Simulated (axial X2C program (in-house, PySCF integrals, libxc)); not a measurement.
## PdH⁻: cheaper levels and CCSD(T), two-component

Computed with an axial X2C code built on PySCF integrals. Two-component (2c) means X2C with spin–orbit coupling and atomic mean-field two-electron Coulomb and Gaunt terms. Basis: Pd dyall-acv3z [13s13p9d5f3g], H dyall-av3z [7s3p2d] (cores contracted in-house); Gaussian nuclei, density fitting, unrestricted open shells. Masses: Pd 105.903 u, H 1.008 u.

State: Ω = 0 (closed shell); fragments Pd + H- for PBE0, MP2, CCSD, B97-3, CCSD(T); Pd- + H for HF.

| level | Re (Å) | ωe (cm⁻¹) | De (eV) |
| --- | --- | --- | --- |
| PBE0 | 1.539 | 1913.1 | 2.93 |
| HF | 1.567 | 1569.6 | n/a |
| MP2 | 1.537 | 2107.1 | 3.15 |
| CCSD | 1.523 | 1942.2 | 2.67 |
| B97-3 | 1.543 | 1856.8 | 2.71 |

Correlated methods: 12 electrons correlated (number of frozen shells: Pd 4 s, 3 p, 1 d; H none), 256 virtual spin orbitals or spinors in MP2, 90 natural virtuals in coupled cluster.

CCSD(T), same Hamiltonian and basis:

Re = 1.531 Å, ωe = 1946.0 cm⁻¹, De = 2.90 eV; T1 = 0.030 (Lee–Taylor normalisation).

Task: Give the differences from CCSD(T) in the columns below.

Result: 

```
level  ΔRe (Å)  Δωe (cm⁻¹)  ΔDe (eV)
 PBE0    0.008         -33      0.03
   HF    0.036        -376       n/a
  MP2    0.006         161      0.25
 CCSD   -0.008          -4     -0.23
B97-3    0.012         -89     -0.19
```

The state is a single determinant with fixed occupations, the lowest that a limited PBE0 search found. The closed shell is kept restricted, so the energy runs too high when the bond is stretched far. De is counted from the lowest determinant-based energies of the atoms at the same level, without counterpoise correction. De is not given where an atomic determinant may have missed its ground term or J level, or where the truncated virtual space spoils (T). Coupled cluster ran in a truncated set of natural virtual spinors; the MP2 energy of the rest was added. (T) has no such correction and the atoms are truncated less, which lowers De at CCSD(T) by a hundredth of an eV or more. The highest occupied level of some functionals is positive through self-interaction error; at Hartree–Fock it is bound. The T1 diagnostic is large, a sign of multireference character.
